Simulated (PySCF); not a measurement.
**Orbital levels and atomic charges: C15H7N3**

System: C15H7N3 (N-doped PAH), SMILES c1cnc2c(c1)cc1cc3nccc4nc2c1=c34.

Cartesian coordinates (Å):
```
  1 C     4.024    0.710   -0.382
  2 C     3.410    1.931   -0.149
  3 N     2.125    2.050    0.135
  4 C     1.377    0.971    0.233
  5 C     1.905   -0.356    0.052
  6 C     3.259   -0.439   -0.278
  7 C     1.100   -1.568    0.088
  8 C    -0.157   -1.520    0.614
  9 C    -1.404   -2.267    0.371
 10 C    -2.461   -1.360    0.447
 11 N    -3.720   -1.295   -0.087
 12 C    -4.146   -0.101   -0.367
 13 C    -3.422    1.158   -0.310
 14 C    -2.213    1.163    0.334
 15 N    -1.021    1.896    0.208
 16 C    -0.050    1.049    0.531
 17 C    -0.549   -0.202    0.997
 18 C    -1.911   -0.123    0.881
 19 H     5.073    0.657   -0.630
 20 H     3.964    2.860   -0.191
 21 H     3.711   -1.410   -0.433
 22 H     1.499   -2.446   -0.403
 23 H    -1.451   -3.280    0.016
 24 H    -5.139   -0.072   -0.801
 25 H    -3.804    1.995   -0.875
```

Method: wB97X-D/6-31G*, gas phase, PySCF, fitting set def2-universal-JFIT up to Ne and JKFIT beyond, grid level 1.

The gap is small, so a closed-shell solution may not be the true ground state; the numbers describe that solution.

**Question.** Give the orbital energies near the gap.

**Answer.** 
```csv
orbital,eV
HOMO-4,-9.44
HOMO-3,-9.19
HOMO-2,-8.86
HOMO-1,-8.22
HOMO,-7.80
LUMO,-2.21
LUMO+1,0.34
LUMO+2,1.24
LUMO+3,1.87
```

**Question.** Give the partial charges of the non-hydrogen atoms.

**Answer.** 
```tsv
atom	Mulliken	IAO	Hirshfeld
C1	-0.19	-0.17	-0.04
C2	0.00	0.01	0.04
N3	-0.38	-0.26	-0.16
C4	0.18	0.14	0.08
C5	0.09	-0.04	0.00
C6	-0.18	-0.11	-0.02
C7	-0.21	-0.07	0.01
C8	0.07	0.00	0.00
C9	-0.20	-0.14	-0.02
C10	0.22	0.11	0.04
N11	-0.39	-0.27	-0.17
C12	-0.01	0.01	0.04
C13	-0.21	-0.14	-0.01
C14	0.27	0.14	0.06
N15	-0.45	-0.33	-0.22
C16	0.23	0.15	0.07
C17	-0.09	-0.11	-0.07
C18	-0.08	-0.05	-0.04
```
